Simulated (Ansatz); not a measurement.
`FC([SiH3])[SeH]` + `C[O][GeH]([F])[SH]` → `C[O][GeH]([F])[SeH]` + `FC([SiH3])S`  (redistribution)

Calculated with Ansatz (gas phase, PBE0-D4/def2-TZVP geometries, no zero-point term in ΔE). CCSD(T)/CBS is the MP2 limit (def2-TZVPP, def2-QZVPP) plus CCSD(T) − MP2 in def2-TZVPP, frozen cores. Functionals use def2-TZVPP. B3LYP here is the variant with VWN-RPA as its local correlation; programs differ in this. For Ge, Se outer-core shells are correlated without core-valence functions, which leaves a few kJ/mol of doubt a bond. Scalar relativity is left out up to krypton. One conformer a species, not always the lowest.

`FC([SiH3])[SeH]`:

Z-matrix (Å, degrees):
```
C
Si 1 1.897
Se 1 1.943 2 111.4
F 1 1.385 2 110.6 3 -125.1
H 1 1.095 2 111.4 3 115.1
H 2 1.486 1 109.7 3 174.8
H 2 1.484 1 108.4 3 54.8
H 2 1.483 1 108.3 3 -65.1
H 3 1.470 1 95.4 2 -43.2
```

`C[O][GeH]([F])[SH]`:

Z-matrix (Å, degrees):
```
C
O 1 1.415
H 1 1.091 2 107.5
H 1 1.096 2 111.8 3 119.1
H 1 1.095 2 111.2 3 -118.9
Ge 2 1.752 1 121.1 3 -168.7
S 6 2.208 2 112.6 1 49.7
F 6 1.738 2 107.8 1 -64.7
H 6 1.525 2 106.5 1 177.9
H 7 1.344 6 91.2 2 -109.6
```

`C[O][GeH]([F])[SeH]`:

Z-matrix (Å, degrees):
```
C
O 1 1.414
H 1 1.094 2 111.3
H 1 1.091 2 107.5 3 119.0
H 1 1.096 2 111.8 3 -121.9
Ge 2 1.753 1 121.1 3 71.4
Se 6 2.343 2 112.9 1 50.3
F 6 1.738 2 107.4 1 -64.6
H 6 1.527 2 106.3 1 178.4
H 7 1.469 6 90.0 2 -104.8
```

`FC([SiH3])S`:

```xyz
9

F     0.664   -1.485   -1.052
C    -0.148   -0.892   -0.092
Si   -0.276    0.975   -0.418
S     0.408   -1.242    1.573
H    -1.132   -1.369   -0.157
H    -1.342    1.531    0.450
H    -0.600    1.222   -1.846
H     1.035    1.586   -0.079
H     1.390   -0.326    1.622
```

| level | ΔE (kJ/mol) | difference from CCSD(T)/CBS |
| --- | --- | --- |
| PBE-D4 | -9.1 | -2.5 |
| r2SCAN-D4 | -8.6 | -2.0 |
| PBE0-D4 | -9.6 | -3.0 |
| B3LYP-D4 | -8.9 | -2.3 |
| ωB97X-V | -8.4 | -1.8 |
| ωB97M-V | -8.6 | -2.0 |
| B2PLYP | -7.6 | -1.0 |
| PBE | -9.3 | -2.7 |
| r2SCAN | -8.7 | -2.1 |
| PBE0 | -9.7 | -3.1 |
| B3LYP | -9.2 | -2.6 |
| HF/def2-TZVPP | -9.6 | -3.0 |
| MP2/def2-TZVPP | -4.5 | 2.1 |
| SCS-MP2/def2-TZVPP | -4.5 | 2.1 |
| CCSD/def2-TZVPP | -5.1 | 1.5 |
| CCSD(T)/def2-TZVPP | -4.6 | 2.0 |
| HF/def2-QZVPP | -9.6 | -3.0 |
| MP2/def2-QZVPP | -5.7 | 0.9 |
| SCS-MP2/def2-QZVPP | -5.4 | 1.2 |
| HF/CBS(def2) | -9.6 | -3.0 |
| MP2/CBS(def2) | -6.5 | 0.1 |
| CCSD/CBS(def2) | -7.1 | -0.5 |
| CCSD(T)/CBS | -6.6 | 0 |

Largest T1 diagnostic among the species: 0.012.

In def2-TZVPP, CCSD(T) changes the Hartree–Fock value by +5.0 kJ/mol (the triples alone add +0.5 kJ/mol) and MP2 by +5.1 kJ/mol.
